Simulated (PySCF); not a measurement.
H₁₀Si₅, triplet, at the geometry of the source list (a higher spin typed on purpose: for a closed-shell molecule this is an excited state) (in this run its highest filled SCF level lies above zero, so its values depend strongly on the basis, on diffuse functions most of all); DF-BLYP/STO-3G (PySCF).

Input for PySCF:
```python
from pyscf import gto, scf, dft

mol = gto.M(
    atom='''
Si    0.795300    1.189000    1.369000
Si    1.877100   -0.564100    0.269700
Si    0.269800   -1.679800   -1.008300
Si   -1.715200   -0.452200   -0.877500
Si   -1.230300    1.528100    0.259900
H     0.548800    0.830800    2.773800
H     1.614600    2.401400    1.465300
H     2.578300   -1.463800    1.193100
H     2.954700   -0.051900   -0.588000
H     0.080200   -3.060300   -0.546500
H     0.707700   -1.847100   -2.399400
H    -2.751100   -1.217500   -0.170000
H    -2.311100   -0.215300   -2.197500
H    -1.105100    2.641700   -0.691900
H    -2.313600    1.961000    1.148300
''',
    basis='sto-3g',
    charge=0,
    spin=2,
    verbose=4,
)

mf = dft.UKS(mol)
mf.xc = 'blyp'
mf = mf.density_fit(auxbasis='def2-universal-jkfit')
mf.kernel()
```

Question: What does PySCF print? Leave out banner, timings and long lists.

Answer: 
```
PySCF version 2.14.0

[INPUT] verbose = 4
[INPUT] num. atoms = 15
[INPUT] num. electrons = 80
[INPUT] charge = 0
[INPUT] spin (= nelec alpha-beta = 2S) = 2
[INPUT] symmetry False subgroup None
[INPUT] Mole.unit = angstrom
[INPUT] Symbol           X                Y                Z      unit          X                Y                Z       unit  Magmom
[INPUT]  1 Si     0.795300000000   1.189000000000   1.369000000000 AA    1.502899186867   2.246884362108   2.587035064530 Bohr   0.0
[INPUT]  2 Si     1.877100000000  -0.564100000000   0.269700000000 AA    3.547204908421  -1.065994506867   0.509659135795 Bohr   0.0
[INPUT]  3 Si     0.269800000000  -1.679800000000  -1.008300000000 AA    0.509848108408  -3.174361944044  -1.905410851399 Bohr   0.0
[INPUT]  4 Si    -1.715200000000  -0.452200000000  -0.877500000000 AA   -3.241258248854  -0.854534153528  -1.658234674306 Bohr   0.0
[INPUT]  5 Si    -1.230300000000   1.528100000000   0.259900000000 AA   -2.324930051052   2.887690490948   0.491139819774 Bohr   0.0
[INPUT]  6 H      0.548800000000   0.830800000000   2.773800000000 AA    1.037081697161   1.569984464289   5.241722324319 Bohr   0.0
[INPUT]  7 H      1.614600000000   2.401400000000   1.465300000000 AA    3.051151800723   4.537988315531   2.769015690325 Bohr   0.0
[INPUT]  8 H      2.578300000000  -1.463800000000   1.193100000000 AA    4.872280866966  -2.766181101138   2.254632239219 Bohr   0.0
[INPUT]  9 H      2.954700000000  -0.051900000000  -0.588000000000 AA    5.583573780252  -0.098076785865  -1.111158961244 Bohr   0.0
[INPUT] 10 H      0.080200000000  -3.060300000000  -0.546500000000 AA    0.151556035190  -5.783128859006  -1.032735327075 Bohr   0.0
[INPUT] 11 H      0.707700000000  -1.847100000000  -2.399400000000 AA    1.337359178355  -3.490513124684  -4.534208863281 Bohr   0.0
[INPUT] 12 H     -2.751100000000  -1.217500000000  -0.170000000000 AA   -5.198825541291  -2.300741556658  -0.321253441176 Bohr   0.0
[INPUT] 13 H     -2.311100000000  -0.215300000000  -2.197500000000 AA   -4.367346046482  -0.406858034619  -4.152673158732 Bohr   0.0
[INPUT] 14 H     -1.105100000000   2.641700000000  -0.691900000000 AA   -2.088336340257   4.992089503264  -1.307501505587 Bohr   0.0
[INPUT] 15 H     -2.313600000000   1.961000000000   1.148300000000 AA   -4.372070361794   3.705752930272   2.169972508838 Bohr   0.0

nuclear repulsion = 494.059718512147
number of shells = 35
number of NR pGTOs = 165
number of NR cGTOs = 55
basis = sto-3g
ecp = {}

******** <class 'pyscf.df.df_jk.DFUKS'> ********
method = DFUKS
initial guess = minao
damping factor = 0
level_shift factor = 0
DIIS = <class 'pyscf.scf.diis.CDIIS'>
diis_start_cycle = 1
diis_space = 8
diis_damp = 0
SCF conv_tol = 1e-09
SCF conv_tol_grad = None
SCF max_cycles = 50
direct_scf = False
number electrons alpha = 41  beta = 39
XC library pyscf.dft.libxc version 7.1.2
    S. Lehtola, C. Steigemann, M. J. T. Oliveira, and M. A. L. Marques,  SoftwareX 7, 1–5 (2018)
XC functionals = blyp
    A. D. Becke,  Phys. Rev. A 38, 3098 (1988)
    C. Lee, W. Yang, and R. G. Parr,  Phys. Rev. B 37, 785 (1988)
    B. Miehlich, A. Savin, H. Stoll, and H. Preuss,  Chem. Phys. Lett. 157, 200 (1989)
radial grids:
    Treutler-Ahlrichs [JCP 102, 346 (1995); DOI:10.1063/1.469408] (M4) radial grids

becke partition: Becke, JCP 88, 2547 (1988); DOI:10.1063/1.454033
pruning grids: <function nwchem_prune>
grids dens level: 3
symmetrized grids: False
atomic radii adjust function: <function treutler_atomic_radii_adjust>
small_rho_cutoff = 0
Set gradient conv threshold to 3.16228e-05
tot grids = 193984
init E= -1435.71555048259

cycle= 1 E= -1436.2388964071  delta_E= -0.523  |g|= 0.118  |ddm|= 3.65

cycle= 2 E= -1436.18195058697  delta_E= 0.0569  |g|= 0.208  |ddm|= 1.56

cycle= 3 E= -1436.08844112671  delta_E= 0.0935  |g|= 0.295  |ddm|= 4.07

cycle= 4 E= -1436.22357855303  delta_E= -0.135  |g|= 0.121  |ddm|= 2.87

cycle= 5 E= -1436.18700646092  delta_E= 0.0366  |g|= 0.178  |ddm|= 3.77

cycle= 6 E= -1436.23626418948  delta_E= -0.0493  |g|= 0.0915  |ddm|=  3.4

cycle= 7 E= -1436.24535001828  delta_E= -0.00909  |g|= 0.0564  |ddm|=  0.3

cycle= 8 E= -1436.24994462079  delta_E= -0.00459  |g|= 0.0285  |ddm|= 0.525

cycle= 9 E= -1436.25097498568  delta_E= -0.00103  |g|= 0.0155  |ddm|= 0.158

cycle= 10 E= -1436.25133077383  delta_E= -0.000356  |g|= 0.00676  |ddm|= 0.115

cycle= 11 E= -1436.25140357313  delta_E= -7.28e-05  |g|= 0.00276  |ddm|= 0.0336

cycle= 12 E= -1436.25140430014  delta_E= -7.27e-07  |g|= 0.00263  |ddm|= 0.0362

cycle= 13 E= -1436.25141685222  delta_E= -1.26e-05  |g|= 0.000709  |ddm|= 0.0148

cycle= 14 E= -1436.2514178691  delta_E= -1.02e-06  |g|= 8.15e-05  |ddm|= 0.0062

cycle= 15 E= -1436.25141789742  delta_E= -2.83e-08  |g|= 5.98e-05  |ddm|= 0.00187

cycle= 16 E= -1436.25141791661  delta_E= -1.92e-08  |g|= 4.08e-05  |ddm|= 0.00249

cycle= 17 E= -1436.2514179258  delta_E= -9.19e-09  |g|= 1.56e-05  |ddm|= 0.00198

cycle= 18 E= -1436.25141792803  delta_E= -2.23e-09  |g|= 1.34e-05  |ddm|= 0.00105

cycle= 19 E= -1436.25141792927  delta_E= -1.24e-09  |g|= 8.44e-06  |ddm|= 0.000929

cycle= 20 E= -1436.25141792941  delta_E= -1.38e-10  |g|= 4.77e-06  |ddm|= 0.000279

Extra cycle  E= -1436.25141792513  delta_E= 4.28e-09  |g|= 4.92e-05  |ddm|= 0.000533
converged SCF energy = -1436.25141792513  <S^2> = 2.0011408  2S+1 = 3.0007604
```
